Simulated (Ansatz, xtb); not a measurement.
Energy landscape of H2F (cation, charge +1), singlet: symmetric bend, bond length relaxed. Scanned: H-F-H angle. Other coordinates (F-H bond length) were minimised at PBE0/def2-TZVP.

Levels: CCSDT(Q)/def2-SVP = CCSDT(Q) on RHF/def2-SVP, frozen core (Ansatz, an electronic-structure program); GFN1-xTB (xtb); CCSD/def2-SVP = Ansatz with CCSD on RHF/def2-SVP, frozen core; FCI/def2-SVP = full CI/def2-SVP, frozen core (Ansatz).

Energies relative to the lowest point of each profile, in kJ/mol:

```
a / °   CCSDT(Q)/def2-SVP  GFN1-xTB  CCSD/def2-SVP
------  -----------------  --------  -------------
172.80               67.6       1.4           66.8
164.59               61.4       0.9           60.7
155.27               50.1       0.2           49.5
139.47               26.1       0.5           25.6
131                  13.9       2.5           13.6
123.96                6.0       5.7            5.8
114.42                0.0      12.9            0.0
107.26                0.5      20.9            0.7
99.89                 6.7      32.0            7.1
92.04                20.8      47.2           21.5
85.21                40.3      63.8           41.5
75.33                82.1      93.9           84.0
```

**Question.** What does FCI/def2-SVP give at the same points?

**Answer.** 172.80: 67.6; 164.59: 61.4; 155.27: 50.1; 139.47: 26.0; 131: 13.9; 123.96: 6.0; 114.42: 0.0; 107.26: 0.5; 99.89: 6.7; 92.04: 20.8; 85.21: 40.3; 75.33: 82.2 (kJ/mol).
